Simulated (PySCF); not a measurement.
## How methods differ on the ionisation energy of Br(3+)

Br(3+) [Ar] 3d10 4s2 4p2 [4p1/2^2, M_J = 0] → Br(4+) [Ar] 3d10 4s2 4p1 [4p1/2^1, M_J = 1/2], as a difference of total energies. Computed with PySCF 2.14 in x2c-TZVPPall-2c (6s7p4d1f, 54 functions), with the two-component X2C-1e Hamiltonian. Correlated levels: [Ne] frozen. "Screened" scales the spin-orbit matrix elements by Boettger's factors to mimic the two-electron term; Breit and QED terms are absent.

| method | ionisation energy (eV) | error (eV) |
| --- | --- | --- |
| GHF (spin-free) | 46.072 | -1.710 |
| GMP2 (spin-free) | 46.751 | -1.031 |
| GHF (screened spin-orbit) | 45.895 | -1.887 |
| GMP2 (screened spin-orbit) | 46.565 | -1.217 |

Reference: 47.782 ± 0.012 eV (measured; NIST Atomic Spectra Database, ionization energies).

The spin-free rows relax to the high-spin LS determinant and lack the spin-orbit shift.

Errors of the correlated levels include the incompleteness of this basis and the frozen core.

The labels give the starting determinants; with spin-orbit coupling the two ends relaxed to ⟨J²⟩ = 1.43, ⟨L²⟩ = 1.99, ⟨S²⟩ = 1.96 and ⟨J²⟩ = 0.78, ⟨L²⟩ = 2.03, ⟨S²⟩ = 0.76.

The determinant of Br(3+) mixes levels of different J (the jj label is only the starting occupation), so the difference between spin-free and spin-orbit rows is not the physical spin-orbit shift.
